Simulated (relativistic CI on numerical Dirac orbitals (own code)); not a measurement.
**Hyperfine structure of Rh20+, mass number 103**

Method of calculation: Dirac-Coulomb-Breit CI, separate exchange-only KLI orbitals for each configuration, a model potential for QED, unscaled Slater integrals (own radial code, finite nucleus).

CI space (outside the closed core [Ne]): 3s2.3p6.3d7, 3s2.3p5.3d8, 3s2.3p4.3d9, 3s.3p6.3d8, 3p6.3d9, 3s.3p5.3d9, 3s2.3p6.3d6.4s, 3s2.3p6.3d6.4p, 3s2.3p6.3d6.4d, 3s2.3p6.3d6.4f, 3s2.3p4.3d8.4s, 3s2.3p5.3d7.4s, 3s2.3p6.3d5.4s2, 3s2.3p4.3d8.4p, 3s2.3p5.3d7.4p, 3s2.3p6.3d6.5s. Levels of other configurations are missing.

Nuclear spin I = 1/2, μ = -0.08829 μN (tables of Stone and Pyykkö). The electronic factors are computed for point nuclear moments, without core polarisation or the Bohr-Weisskopf and QED corrections.

```
              Level  E (cm⁻¹)  A (MHz)
 3s2.3p6.3d7 4F_9/2       0.0   -975.3
 3s2.3p6.3d7 4F_7/2   33227.2    -1081
 3s2.3p6.3d7 4F_5/2   43590.9    -1202
 3s2.3p6.3d7 4P_5/2   76115.5   -550.5
 3s2.3p6.3d7 2G_9/2   78968.2    -1272
 3s2.3p6.3d7 4P_1/2   89074.7    688.1
 3s2.3p6.3d7 2G_7/2  105517.9    -1694
3s2.3p6.3d7 2H_11/2  107773.2    -1403
```

Levels with J = 0, under 50 % of one LS term, or S terms without an open s electron are left out. Small factors come from cancelling terms and can be off by tens of per cent or more.

At this charge energies of transitions that change n are usually good to better than 1 %, and those within a shell (Δn = 0) to a few per cent. Terms inside the open d or f shell come out 10 to 20 % too wide with unscaled integrals.

Question: Give the hyperfine levels of 3s2.3p6.3d7 4F_9/2 relative to its centre of gravity.

Answer: With K = F(F + 1) − I(I + 1) − J(J + 1), E = AK/2: F = 4: 2682, F = 5: -2195 MHz.

LS names give the leading component of a level, which can be under half, so a name can repeat, a term be missing and a line seem to break the LS rules.
